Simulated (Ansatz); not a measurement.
Reaction (isomerisation): `C[B](C)[AlH2]` → `CC[BH][AlH2]`

Gas-phase electronic energies from Ansatz, PBE0-D4/def2-TZVP geometries. CBS: MP2 limit from def2 TZ/QZ plus the TZ coupled-cluster correction, frozen cores. One conformer a species, not always the lowest.

```
        species  CCSD/CBS(def2) energy (Eh)
`C[B](C)[AlH2]`                  -347.67584
 `CC[BH][AlH2]`                  -347.65648
```

Question: Work out ΔE.

Answer: ΔE = (-347.65648) − (-347.67584) = 0.01936 Eh = +50.8 kJ/mol. CCSD(T)/CBS gives +51.8 kJ/mol.

Question: What do rigid-rotor, harmonic-oscillator terms from PBE0-D4/def2-TZVP frequencies (298.15 K, 1 bar) make of the CCSD(T)/CBS value? (An estimate is asked.)

Answer: Computed: ΔZPE = +0.6 kJ/mol, ΔH = +51.3 kJ/mol, ΔS = 4 J/(mol·K), ΔG = +50.0 kJ/mol. Modes under 50 cm⁻¹ make the entropy rough.

Largest T1 diagnostic among the species: 0.011.

At CCSD(T), def2-SVP lies −5.2 kJ/mol from the extrapolated value and def2-TZVPP −1.2 kJ/mol. From BLYP to BHLYP (50 % exact exchange), in def2-TZVPP and without D4, ΔE moves by −3.2 kJ/mol. In def2-TZVPP, CCSD(T) changes the Hartree–Fock value by +5.5 kJ/mol (the triples alone add +1.0 kJ/mol) and MP2 by +7.9 kJ/mol.
